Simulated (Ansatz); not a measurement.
Ansatz (an electronic-structure program) input (MP2/def2-TZVPP): A basis named .json is the Basis Set Exchange file of that set (core-valence sets with the plain set on hydrogen).

Ansatz 0.2 input:
```yaml
crystal:
  periodic: [false, false, false]
  atoms:
    - {symbol: H, position_ang: [0.00000000, 0.00000000, 0.00000000]}
basis:
  gaussian:
    orbitals: def2-TZVPP
    fitting: {mean_field: def2-universal-jkfit, correlation: cc-pVQZ-RIFIT.json}
magnetization: {spin_polarized: true, initial_magnetization: 1}
correlation: {method: mp2, electrons: outside_noble_gas}
scf: {lower_state_search: full}
```

Output:

```
Functional definition: HF
integrals: 0.00 GiB planned
18 factors; integrals over basis functions are off by at most 1.7e0 eV
55 factors; integrals over basis functions are off by at most 5.0e-2 eV
mean field: 0.03 GiB planned
mean field evaluation 1: about -13.5529 eV, gradient 1.7e0 eV
mean field evaluation 2: about -13.5934 eV, gradient 6.6e-1 eV
mean field evaluation 4: about -13.6005 eV, gradient 3.7e-8 eV
mean field evaluation 8: about -13.5934 eV, gradient 6.6e-1 eV
mean field evaluation 16: about -13.6005 eV, gradient 4.8e-5 eV
mean field -13.60051839 eV, -0.4998098322 hartree, gradient 3.7e-8 eV, S^2 0.750000; 2 other end points of the search recorded, 0 dependent functions left out
reference -13.60051839 eV, -0.4998098322 hartree; 1, 0 occupied and 13, 14 virtual orbitals, 55 factors
second order 0.00000000 eV of doubles, -0.00000000 eV of singles
Total energy: -13.60051839 eV, -0.4998098322 hartree
```
